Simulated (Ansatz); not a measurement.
```xyz
11

Si    1.092    0.196    1.175
C     0.015   -0.795   -0.008
Si   -1.080    0.156   -1.151
Cl    0.050    1.371   -2.352
Cl   -2.381    1.312   -0.071
H     1.898   -0.745    1.997
H     2.011    1.081    0.418
H     0.245    1.017    2.076
H    -0.624   -1.464    0.579
H     0.665   -1.426   -0.626
H    -1.891   -0.703   -2.037
```

Charge 0, multiplicity 1.

List the B3LYP/def2-TZVPP orbital energies in eV (Ansatz). (Best estimate.)

Ansatz gave: Occupied: -2762.61, -2762.61, -1800.88, -1799.06, -276.99, -257.37, -257.37, -196.39, -196.39, -196.26, -196.26, -196.26, -196.25, -145.23, -143.61, -100.61, -100.56, -100.48, -98.92, -98.92, -98.91, -23.17, -22.49, -19.79, -14.83, -14.18, -12.36, -11.46, -11.06, -10.92, -9.60, -9.60, -9.53, -9.20, -9.15, -8.94, -8.58. Lowest empty: 0.17, 0.28, 0.34, 0.72, 1.23, 1.28, 1.54, 1.79.

B3LYP here is the variant with VWN-RPA as its local correlation; programs differ in this.
